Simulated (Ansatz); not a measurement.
Reactions of `N[SiH2][GeH2][SH]`.

Calculated with Ansatz (gas phase, PBE0-D4/def2-TZVP geometries, no zero-point term in ΔE). CCSD(T)/CBS is the MP2 limit (def2-TZVPP, def2-QZVPP) plus CCSD(T) − MP2 in def2-TZVPP, frozen cores. This one scheme is used for every species. DFT in def2-TZVPP. B3LYP here is the variant with VWN-RPA as its local correlation; programs differ in this. Elements past krypton have def2 core potentials. For Ge, Sb outer-core shells are correlated without core-valence functions, which leaves a few kJ/mol of doubt a bond. Scalar relativity is left out up to krypton. One conformer a species, not always the lowest.

```json
{"reaction": "`N[SiH2][GeH2][SH]` + `N[SiH](O)Cl` → `N[SiH2]O[SiH](N)Cl` + `[SH][GeH3]`", "B3LYP-D4 (eV)": "-1.20", "HF/CBS(def2) (eV)": "-1.44", "ωB97X-V (eV)": "-1.19", "CCSD(T)/CBS(def2) (eV)": "-1.17"}
{"reaction": "`N[SiH2][GeH2][SH]` + stibine → `N[SiH2][SbH2]` + `[SH][GeH3]`", "B3LYP-D4 (eV)": "-0.13", "HF/CBS(def2) (eV)": "-0.19", "ωB97X-V (eV)": "-0.14", "CCSD(T)/CBS(def2) (eV)": "-0.18"}
{"reaction": "`N[SiH2][GeH2][SH]` + H₂O → `[OH][GeH2][SH]` + `N[SiH3]`", "B3LYP-D4 (eV)": "-0.18", "HF/CBS(def2) (eV)": "-0.46", "ωB97X-V (eV)": "-0.25", "CCSD(T)/CBS(def2) (eV)": "-0.15"}
{"reaction": "`N[SiH2][GeH2][SH]` + CH₄ → `C[SiH2]N` + `[SH][GeH3]`", "B3LYP-D4 (eV)": "0.25", "HF/CBS(def2) (eV)": "0.07", "ωB97X-V (eV)": "0.18", "CCSD(T)/CBS(def2) (eV)": "0.21"}
```

Largest T1 diagnostic: 0.014, for `[SbH3]`.
